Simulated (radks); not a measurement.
Te III, configuration [Kr] 4d10 5s2 5p1 6p1 (not the ground configuration).

Calculated with a radial shooting solver on a logarithmic mesh with Libxc functionals: scalar-relativistic Kohn-Sham, PBE, spin-polarised, spherical densities, finite nucleus; open shells are filled with parallel spins first (spin-orbit coupling, left out, can overturn this in heavy ions); Fermi nuclear charge, rms radius 4.7423 fm.

Energy parts (hartree):
part                        energy
total                  -6792.71686
kinetic                 7116.75487
electron-nucleus      -16386.93420
Hartree                 2652.22370
exchange-correlation    -174.76124

Orbitals (lengths in bohr, moments of r in powers of bohr; r(90%) holds 90 % of the orbital's charge):
| orbital | occ. | eigenvalue (hartree) | r(90%) | <r^2> |
|---|---|---|---|---|
| 1s up | 1 | -1163.199 | 0.0500 | 0.001048 |
| 1s down | 1 | -1163.197 | 0.0500 | 0.001048 |
| 2s up | 1 | -179.1589 | 0.185 | 0.01694 |
| 2s down | 1 | -179.1582 | 0.185 | 0.01694 |
| 2p up | 3 | -160.9305 | 0.170 | 0.01340 |
| 2p down | 3 | -160.9292 | 0.170 | 0.01340 |
| 3s up | 1 | -36.38895 | 0.473 | 0.1186 |
| 3s down | 1 | -36.38753 | 0.473 | 0.1186 |
| 3p up | 3 | -30.46263 | 0.481 | 0.1189 |
| 3p down | 3 | -30.46101 | 0.481 | 0.1189 |
| 3d up | 5 | -21.50090 | 0.466 | 0.1043 |
| 3d down | 5 | -21.49937 | 0.466 | 0.1043 |
| 4s up | 1 | -6.95342 | 1.10 | 0.6603 |
| 4s down | 1 | -6.94983 | 1.10 | 0.6601 |
| 4p up | 3 | -5.11640 | 1.20 | 0.7677 |
| 4p down | 3 | -5.11244 | 1.20 | 0.7666 |
| 4d up | 5 | -2.43899 | 1.48 | 1.096 |
| 4d down | 5 | -2.43171 | 1.47 | 1.087 |
| 5s up | 1 | -1.37420 | 2.77 | 4.177 |
| 5s down | 1 | -1.33382 | 2.78 | 4.170 |
| 5p up | 1 | -0.97167 | 3.26 | 5.712 |
| 5p down | 0 | -0.92996 | 3.29 | 5.767 |
| 6p up | 1 | -0.37491 | 7.12 | 28.79 |

The highest occupied level is 6p up at -10.202 eV. The configuration is held as typed, so some empty levels lie below it. The density falls to 0.001 e/bohr^3 at r = 4.97 bohr. Summed over all electrons, <r^2> = 61.80 bohr^2, which gives a Langevin (diamagnetic) susceptibility term of -48.9 x 10^-6 cm^3/mol.
